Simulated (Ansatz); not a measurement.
Computed with Ansatz on PBE0-D4/def2-TZVP structures; ΔE is electronic, products minus reactants. CCSD(T)/CBS adds triple-zeta CCSD(T) − MP2 to the extrapolated MP2 energy (def2 sets, frozen cores). This one scheme is used for every species. Functionals use def2-TZVPP. Each species was taken in one conformer, which may not be the lowest.

Reaction (cleavage of the Si–Si bond): `[SiH3][SiH2][SiH2][SiH2][SiH2][SiH3]` + `BS` → `BS[SiH2][SiH2][SiH3]` + trisilane

| level | ΔE (eV) |
| --- | --- |
| LDA (SPW92) | -0.24 |
| BLYP-D4 | -0.30 |
| PBE0-D4 | -0.26 |
| ωB97X-V | -0.34 |
| B2PLYP | -0.41 |
| PBE | -0.29 |
| HF/def2-SVP | -0.45 |
| HF/def2-QZVPP | -0.54 |

Problem. What does CCSD(T)/CBS give? (Best estimate.)

Solution. Computed: -0.35 eV. The listed levels differ from it by 0.11, 0.05, 0.09, 0.01, -0.06, 0.06, -0.10, -0.19 eV.

Largest T1 diagnostic among the species: 0.015.

The D4 term adds +0.10 eV with B3LYP and +0.07 eV with PBE0; it sums over pairs of atoms, weighted by their polarisabilities, and B3LYP, whose exchange is more repulsive, gets the larger term. From BLYP to BHLYP (50 % exact exchange), in def2-TZVPP and without D4, ΔE moves by −0.04 eV. In def2-TZVPP, CCSD(T) changes the Hartree–Fock value by +0.20 eV (the triples alone add +0.02 eV) and MP2 by +0.13 eV.

B3LYP here is the variant with VWN-RPA as its local correlation; programs differ in this.
